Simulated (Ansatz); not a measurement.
Geometry optimisation, RKS r2SCAN-D4/6-31G* (Ansatz).

Input:

```yaml
crystal:
  periodic: [false, false, false]
  atoms:
    - { symbol: "N", position_ang: [-1.7637, -1.441, 1.913] }
    - { symbol: Si, position_ang: [-0.4461, -1.5378, 0.9224] }
    - { symbol: O, position_ang: [-0.341, -0.0333, 0.2206] }
    - { symbol: C, position_ang: [0.8453, 0.2237, -0.6798] }
    - { symbol: Si, position_ang: [0.843, 1.9393, -1.4258] }
    - { symbol: H, position_ang: [-2.5839, -1.0865, 1.3074] }
    - { symbol: H, position_ang: [-1.6298, -0.6181, 2.5428] }
    - { symbol: H, position_ang: [0.7692, -1.7976, 1.7655] }
    - { symbol: H, position_ang: [-0.6867, -2.5366, -0.0716] }
    - { symbol: H, position_ang: [1.7274, 0.041, -0.1379] }
    - { symbol: H, position_ang: [0.6942, -0.4908, -1.4948] }
    - { symbol: H, position_ang: [-0.3722, 2.2505, -2.1691] }
    - { symbol: H, position_ang: [1.956, 2.0798, -2.343] }
    - { symbol: H, position_ang: [0.9754, 2.9784, -0.3207] }
basis:
  gaussian: { orbitals: "6-31G*" }
hamiltonian:
  xc: r2scan
  dispersion: d4
relax:
  f_tol: 0.015
  max_steps: 40
output:
  orbitals: {}
```

Command:

```bash
$ ansatz run input.yaml --threads 2 --pin off --max-ram 3072MiB --backend cpu --events-out ev --progress --plain --runs-dir out
```

Problem. Where does it end, and by what steps?

Solution. It converged. After 6 steps the energy has fallen by 0.645 eV; H6 moved furthest, 0.40 Å.

| step | energy less start (eV) | largest force component (eV/Å) | accepted |
| --- | --- | --- | --- |
| 0 | 0.0000 | 3.660 | yes |
| 1 | -0.4725 | 1.542 | yes |
| 2 | -0.6215 | 0.355 | yes |
| 3 | -0.6366 | 0.299 | yes |
| 4 | -0.6442 | 0.126 | yes |
| 5 | -0.6448 | 0.071 | yes |
| 6 | -0.6450 | 0.005 | yes |

```xyz
14
Properties=species:S:1:pos:R:3
N -1.843 -1.370 1.940
Si -0.476 -1.373 0.907
O -0.235 0.091 0.138
C 0.886 0.202 -0.753
Si 0.888 1.966 -1.451
H -2.774 -1.356 1.542
H -1.817 -0.845 2.806
H 0.724 -1.678 1.737
H -0.689 -2.426 -0.127
H 1.832 -0.004 -0.223
H 0.813 -0.536 -1.571
H -0.379 2.219 -2.187
H 2.039 2.135 -2.387
H 1.017 2.948 -0.341
```

Whether the end is a true minimum wasn't checked by a vibrational analysis.

The run took 13 s on 2 threads of AMD EPYC 9R45 96-Core Processor (Zen 5), with other jobs on the host, peak memory 0.2 GiB.
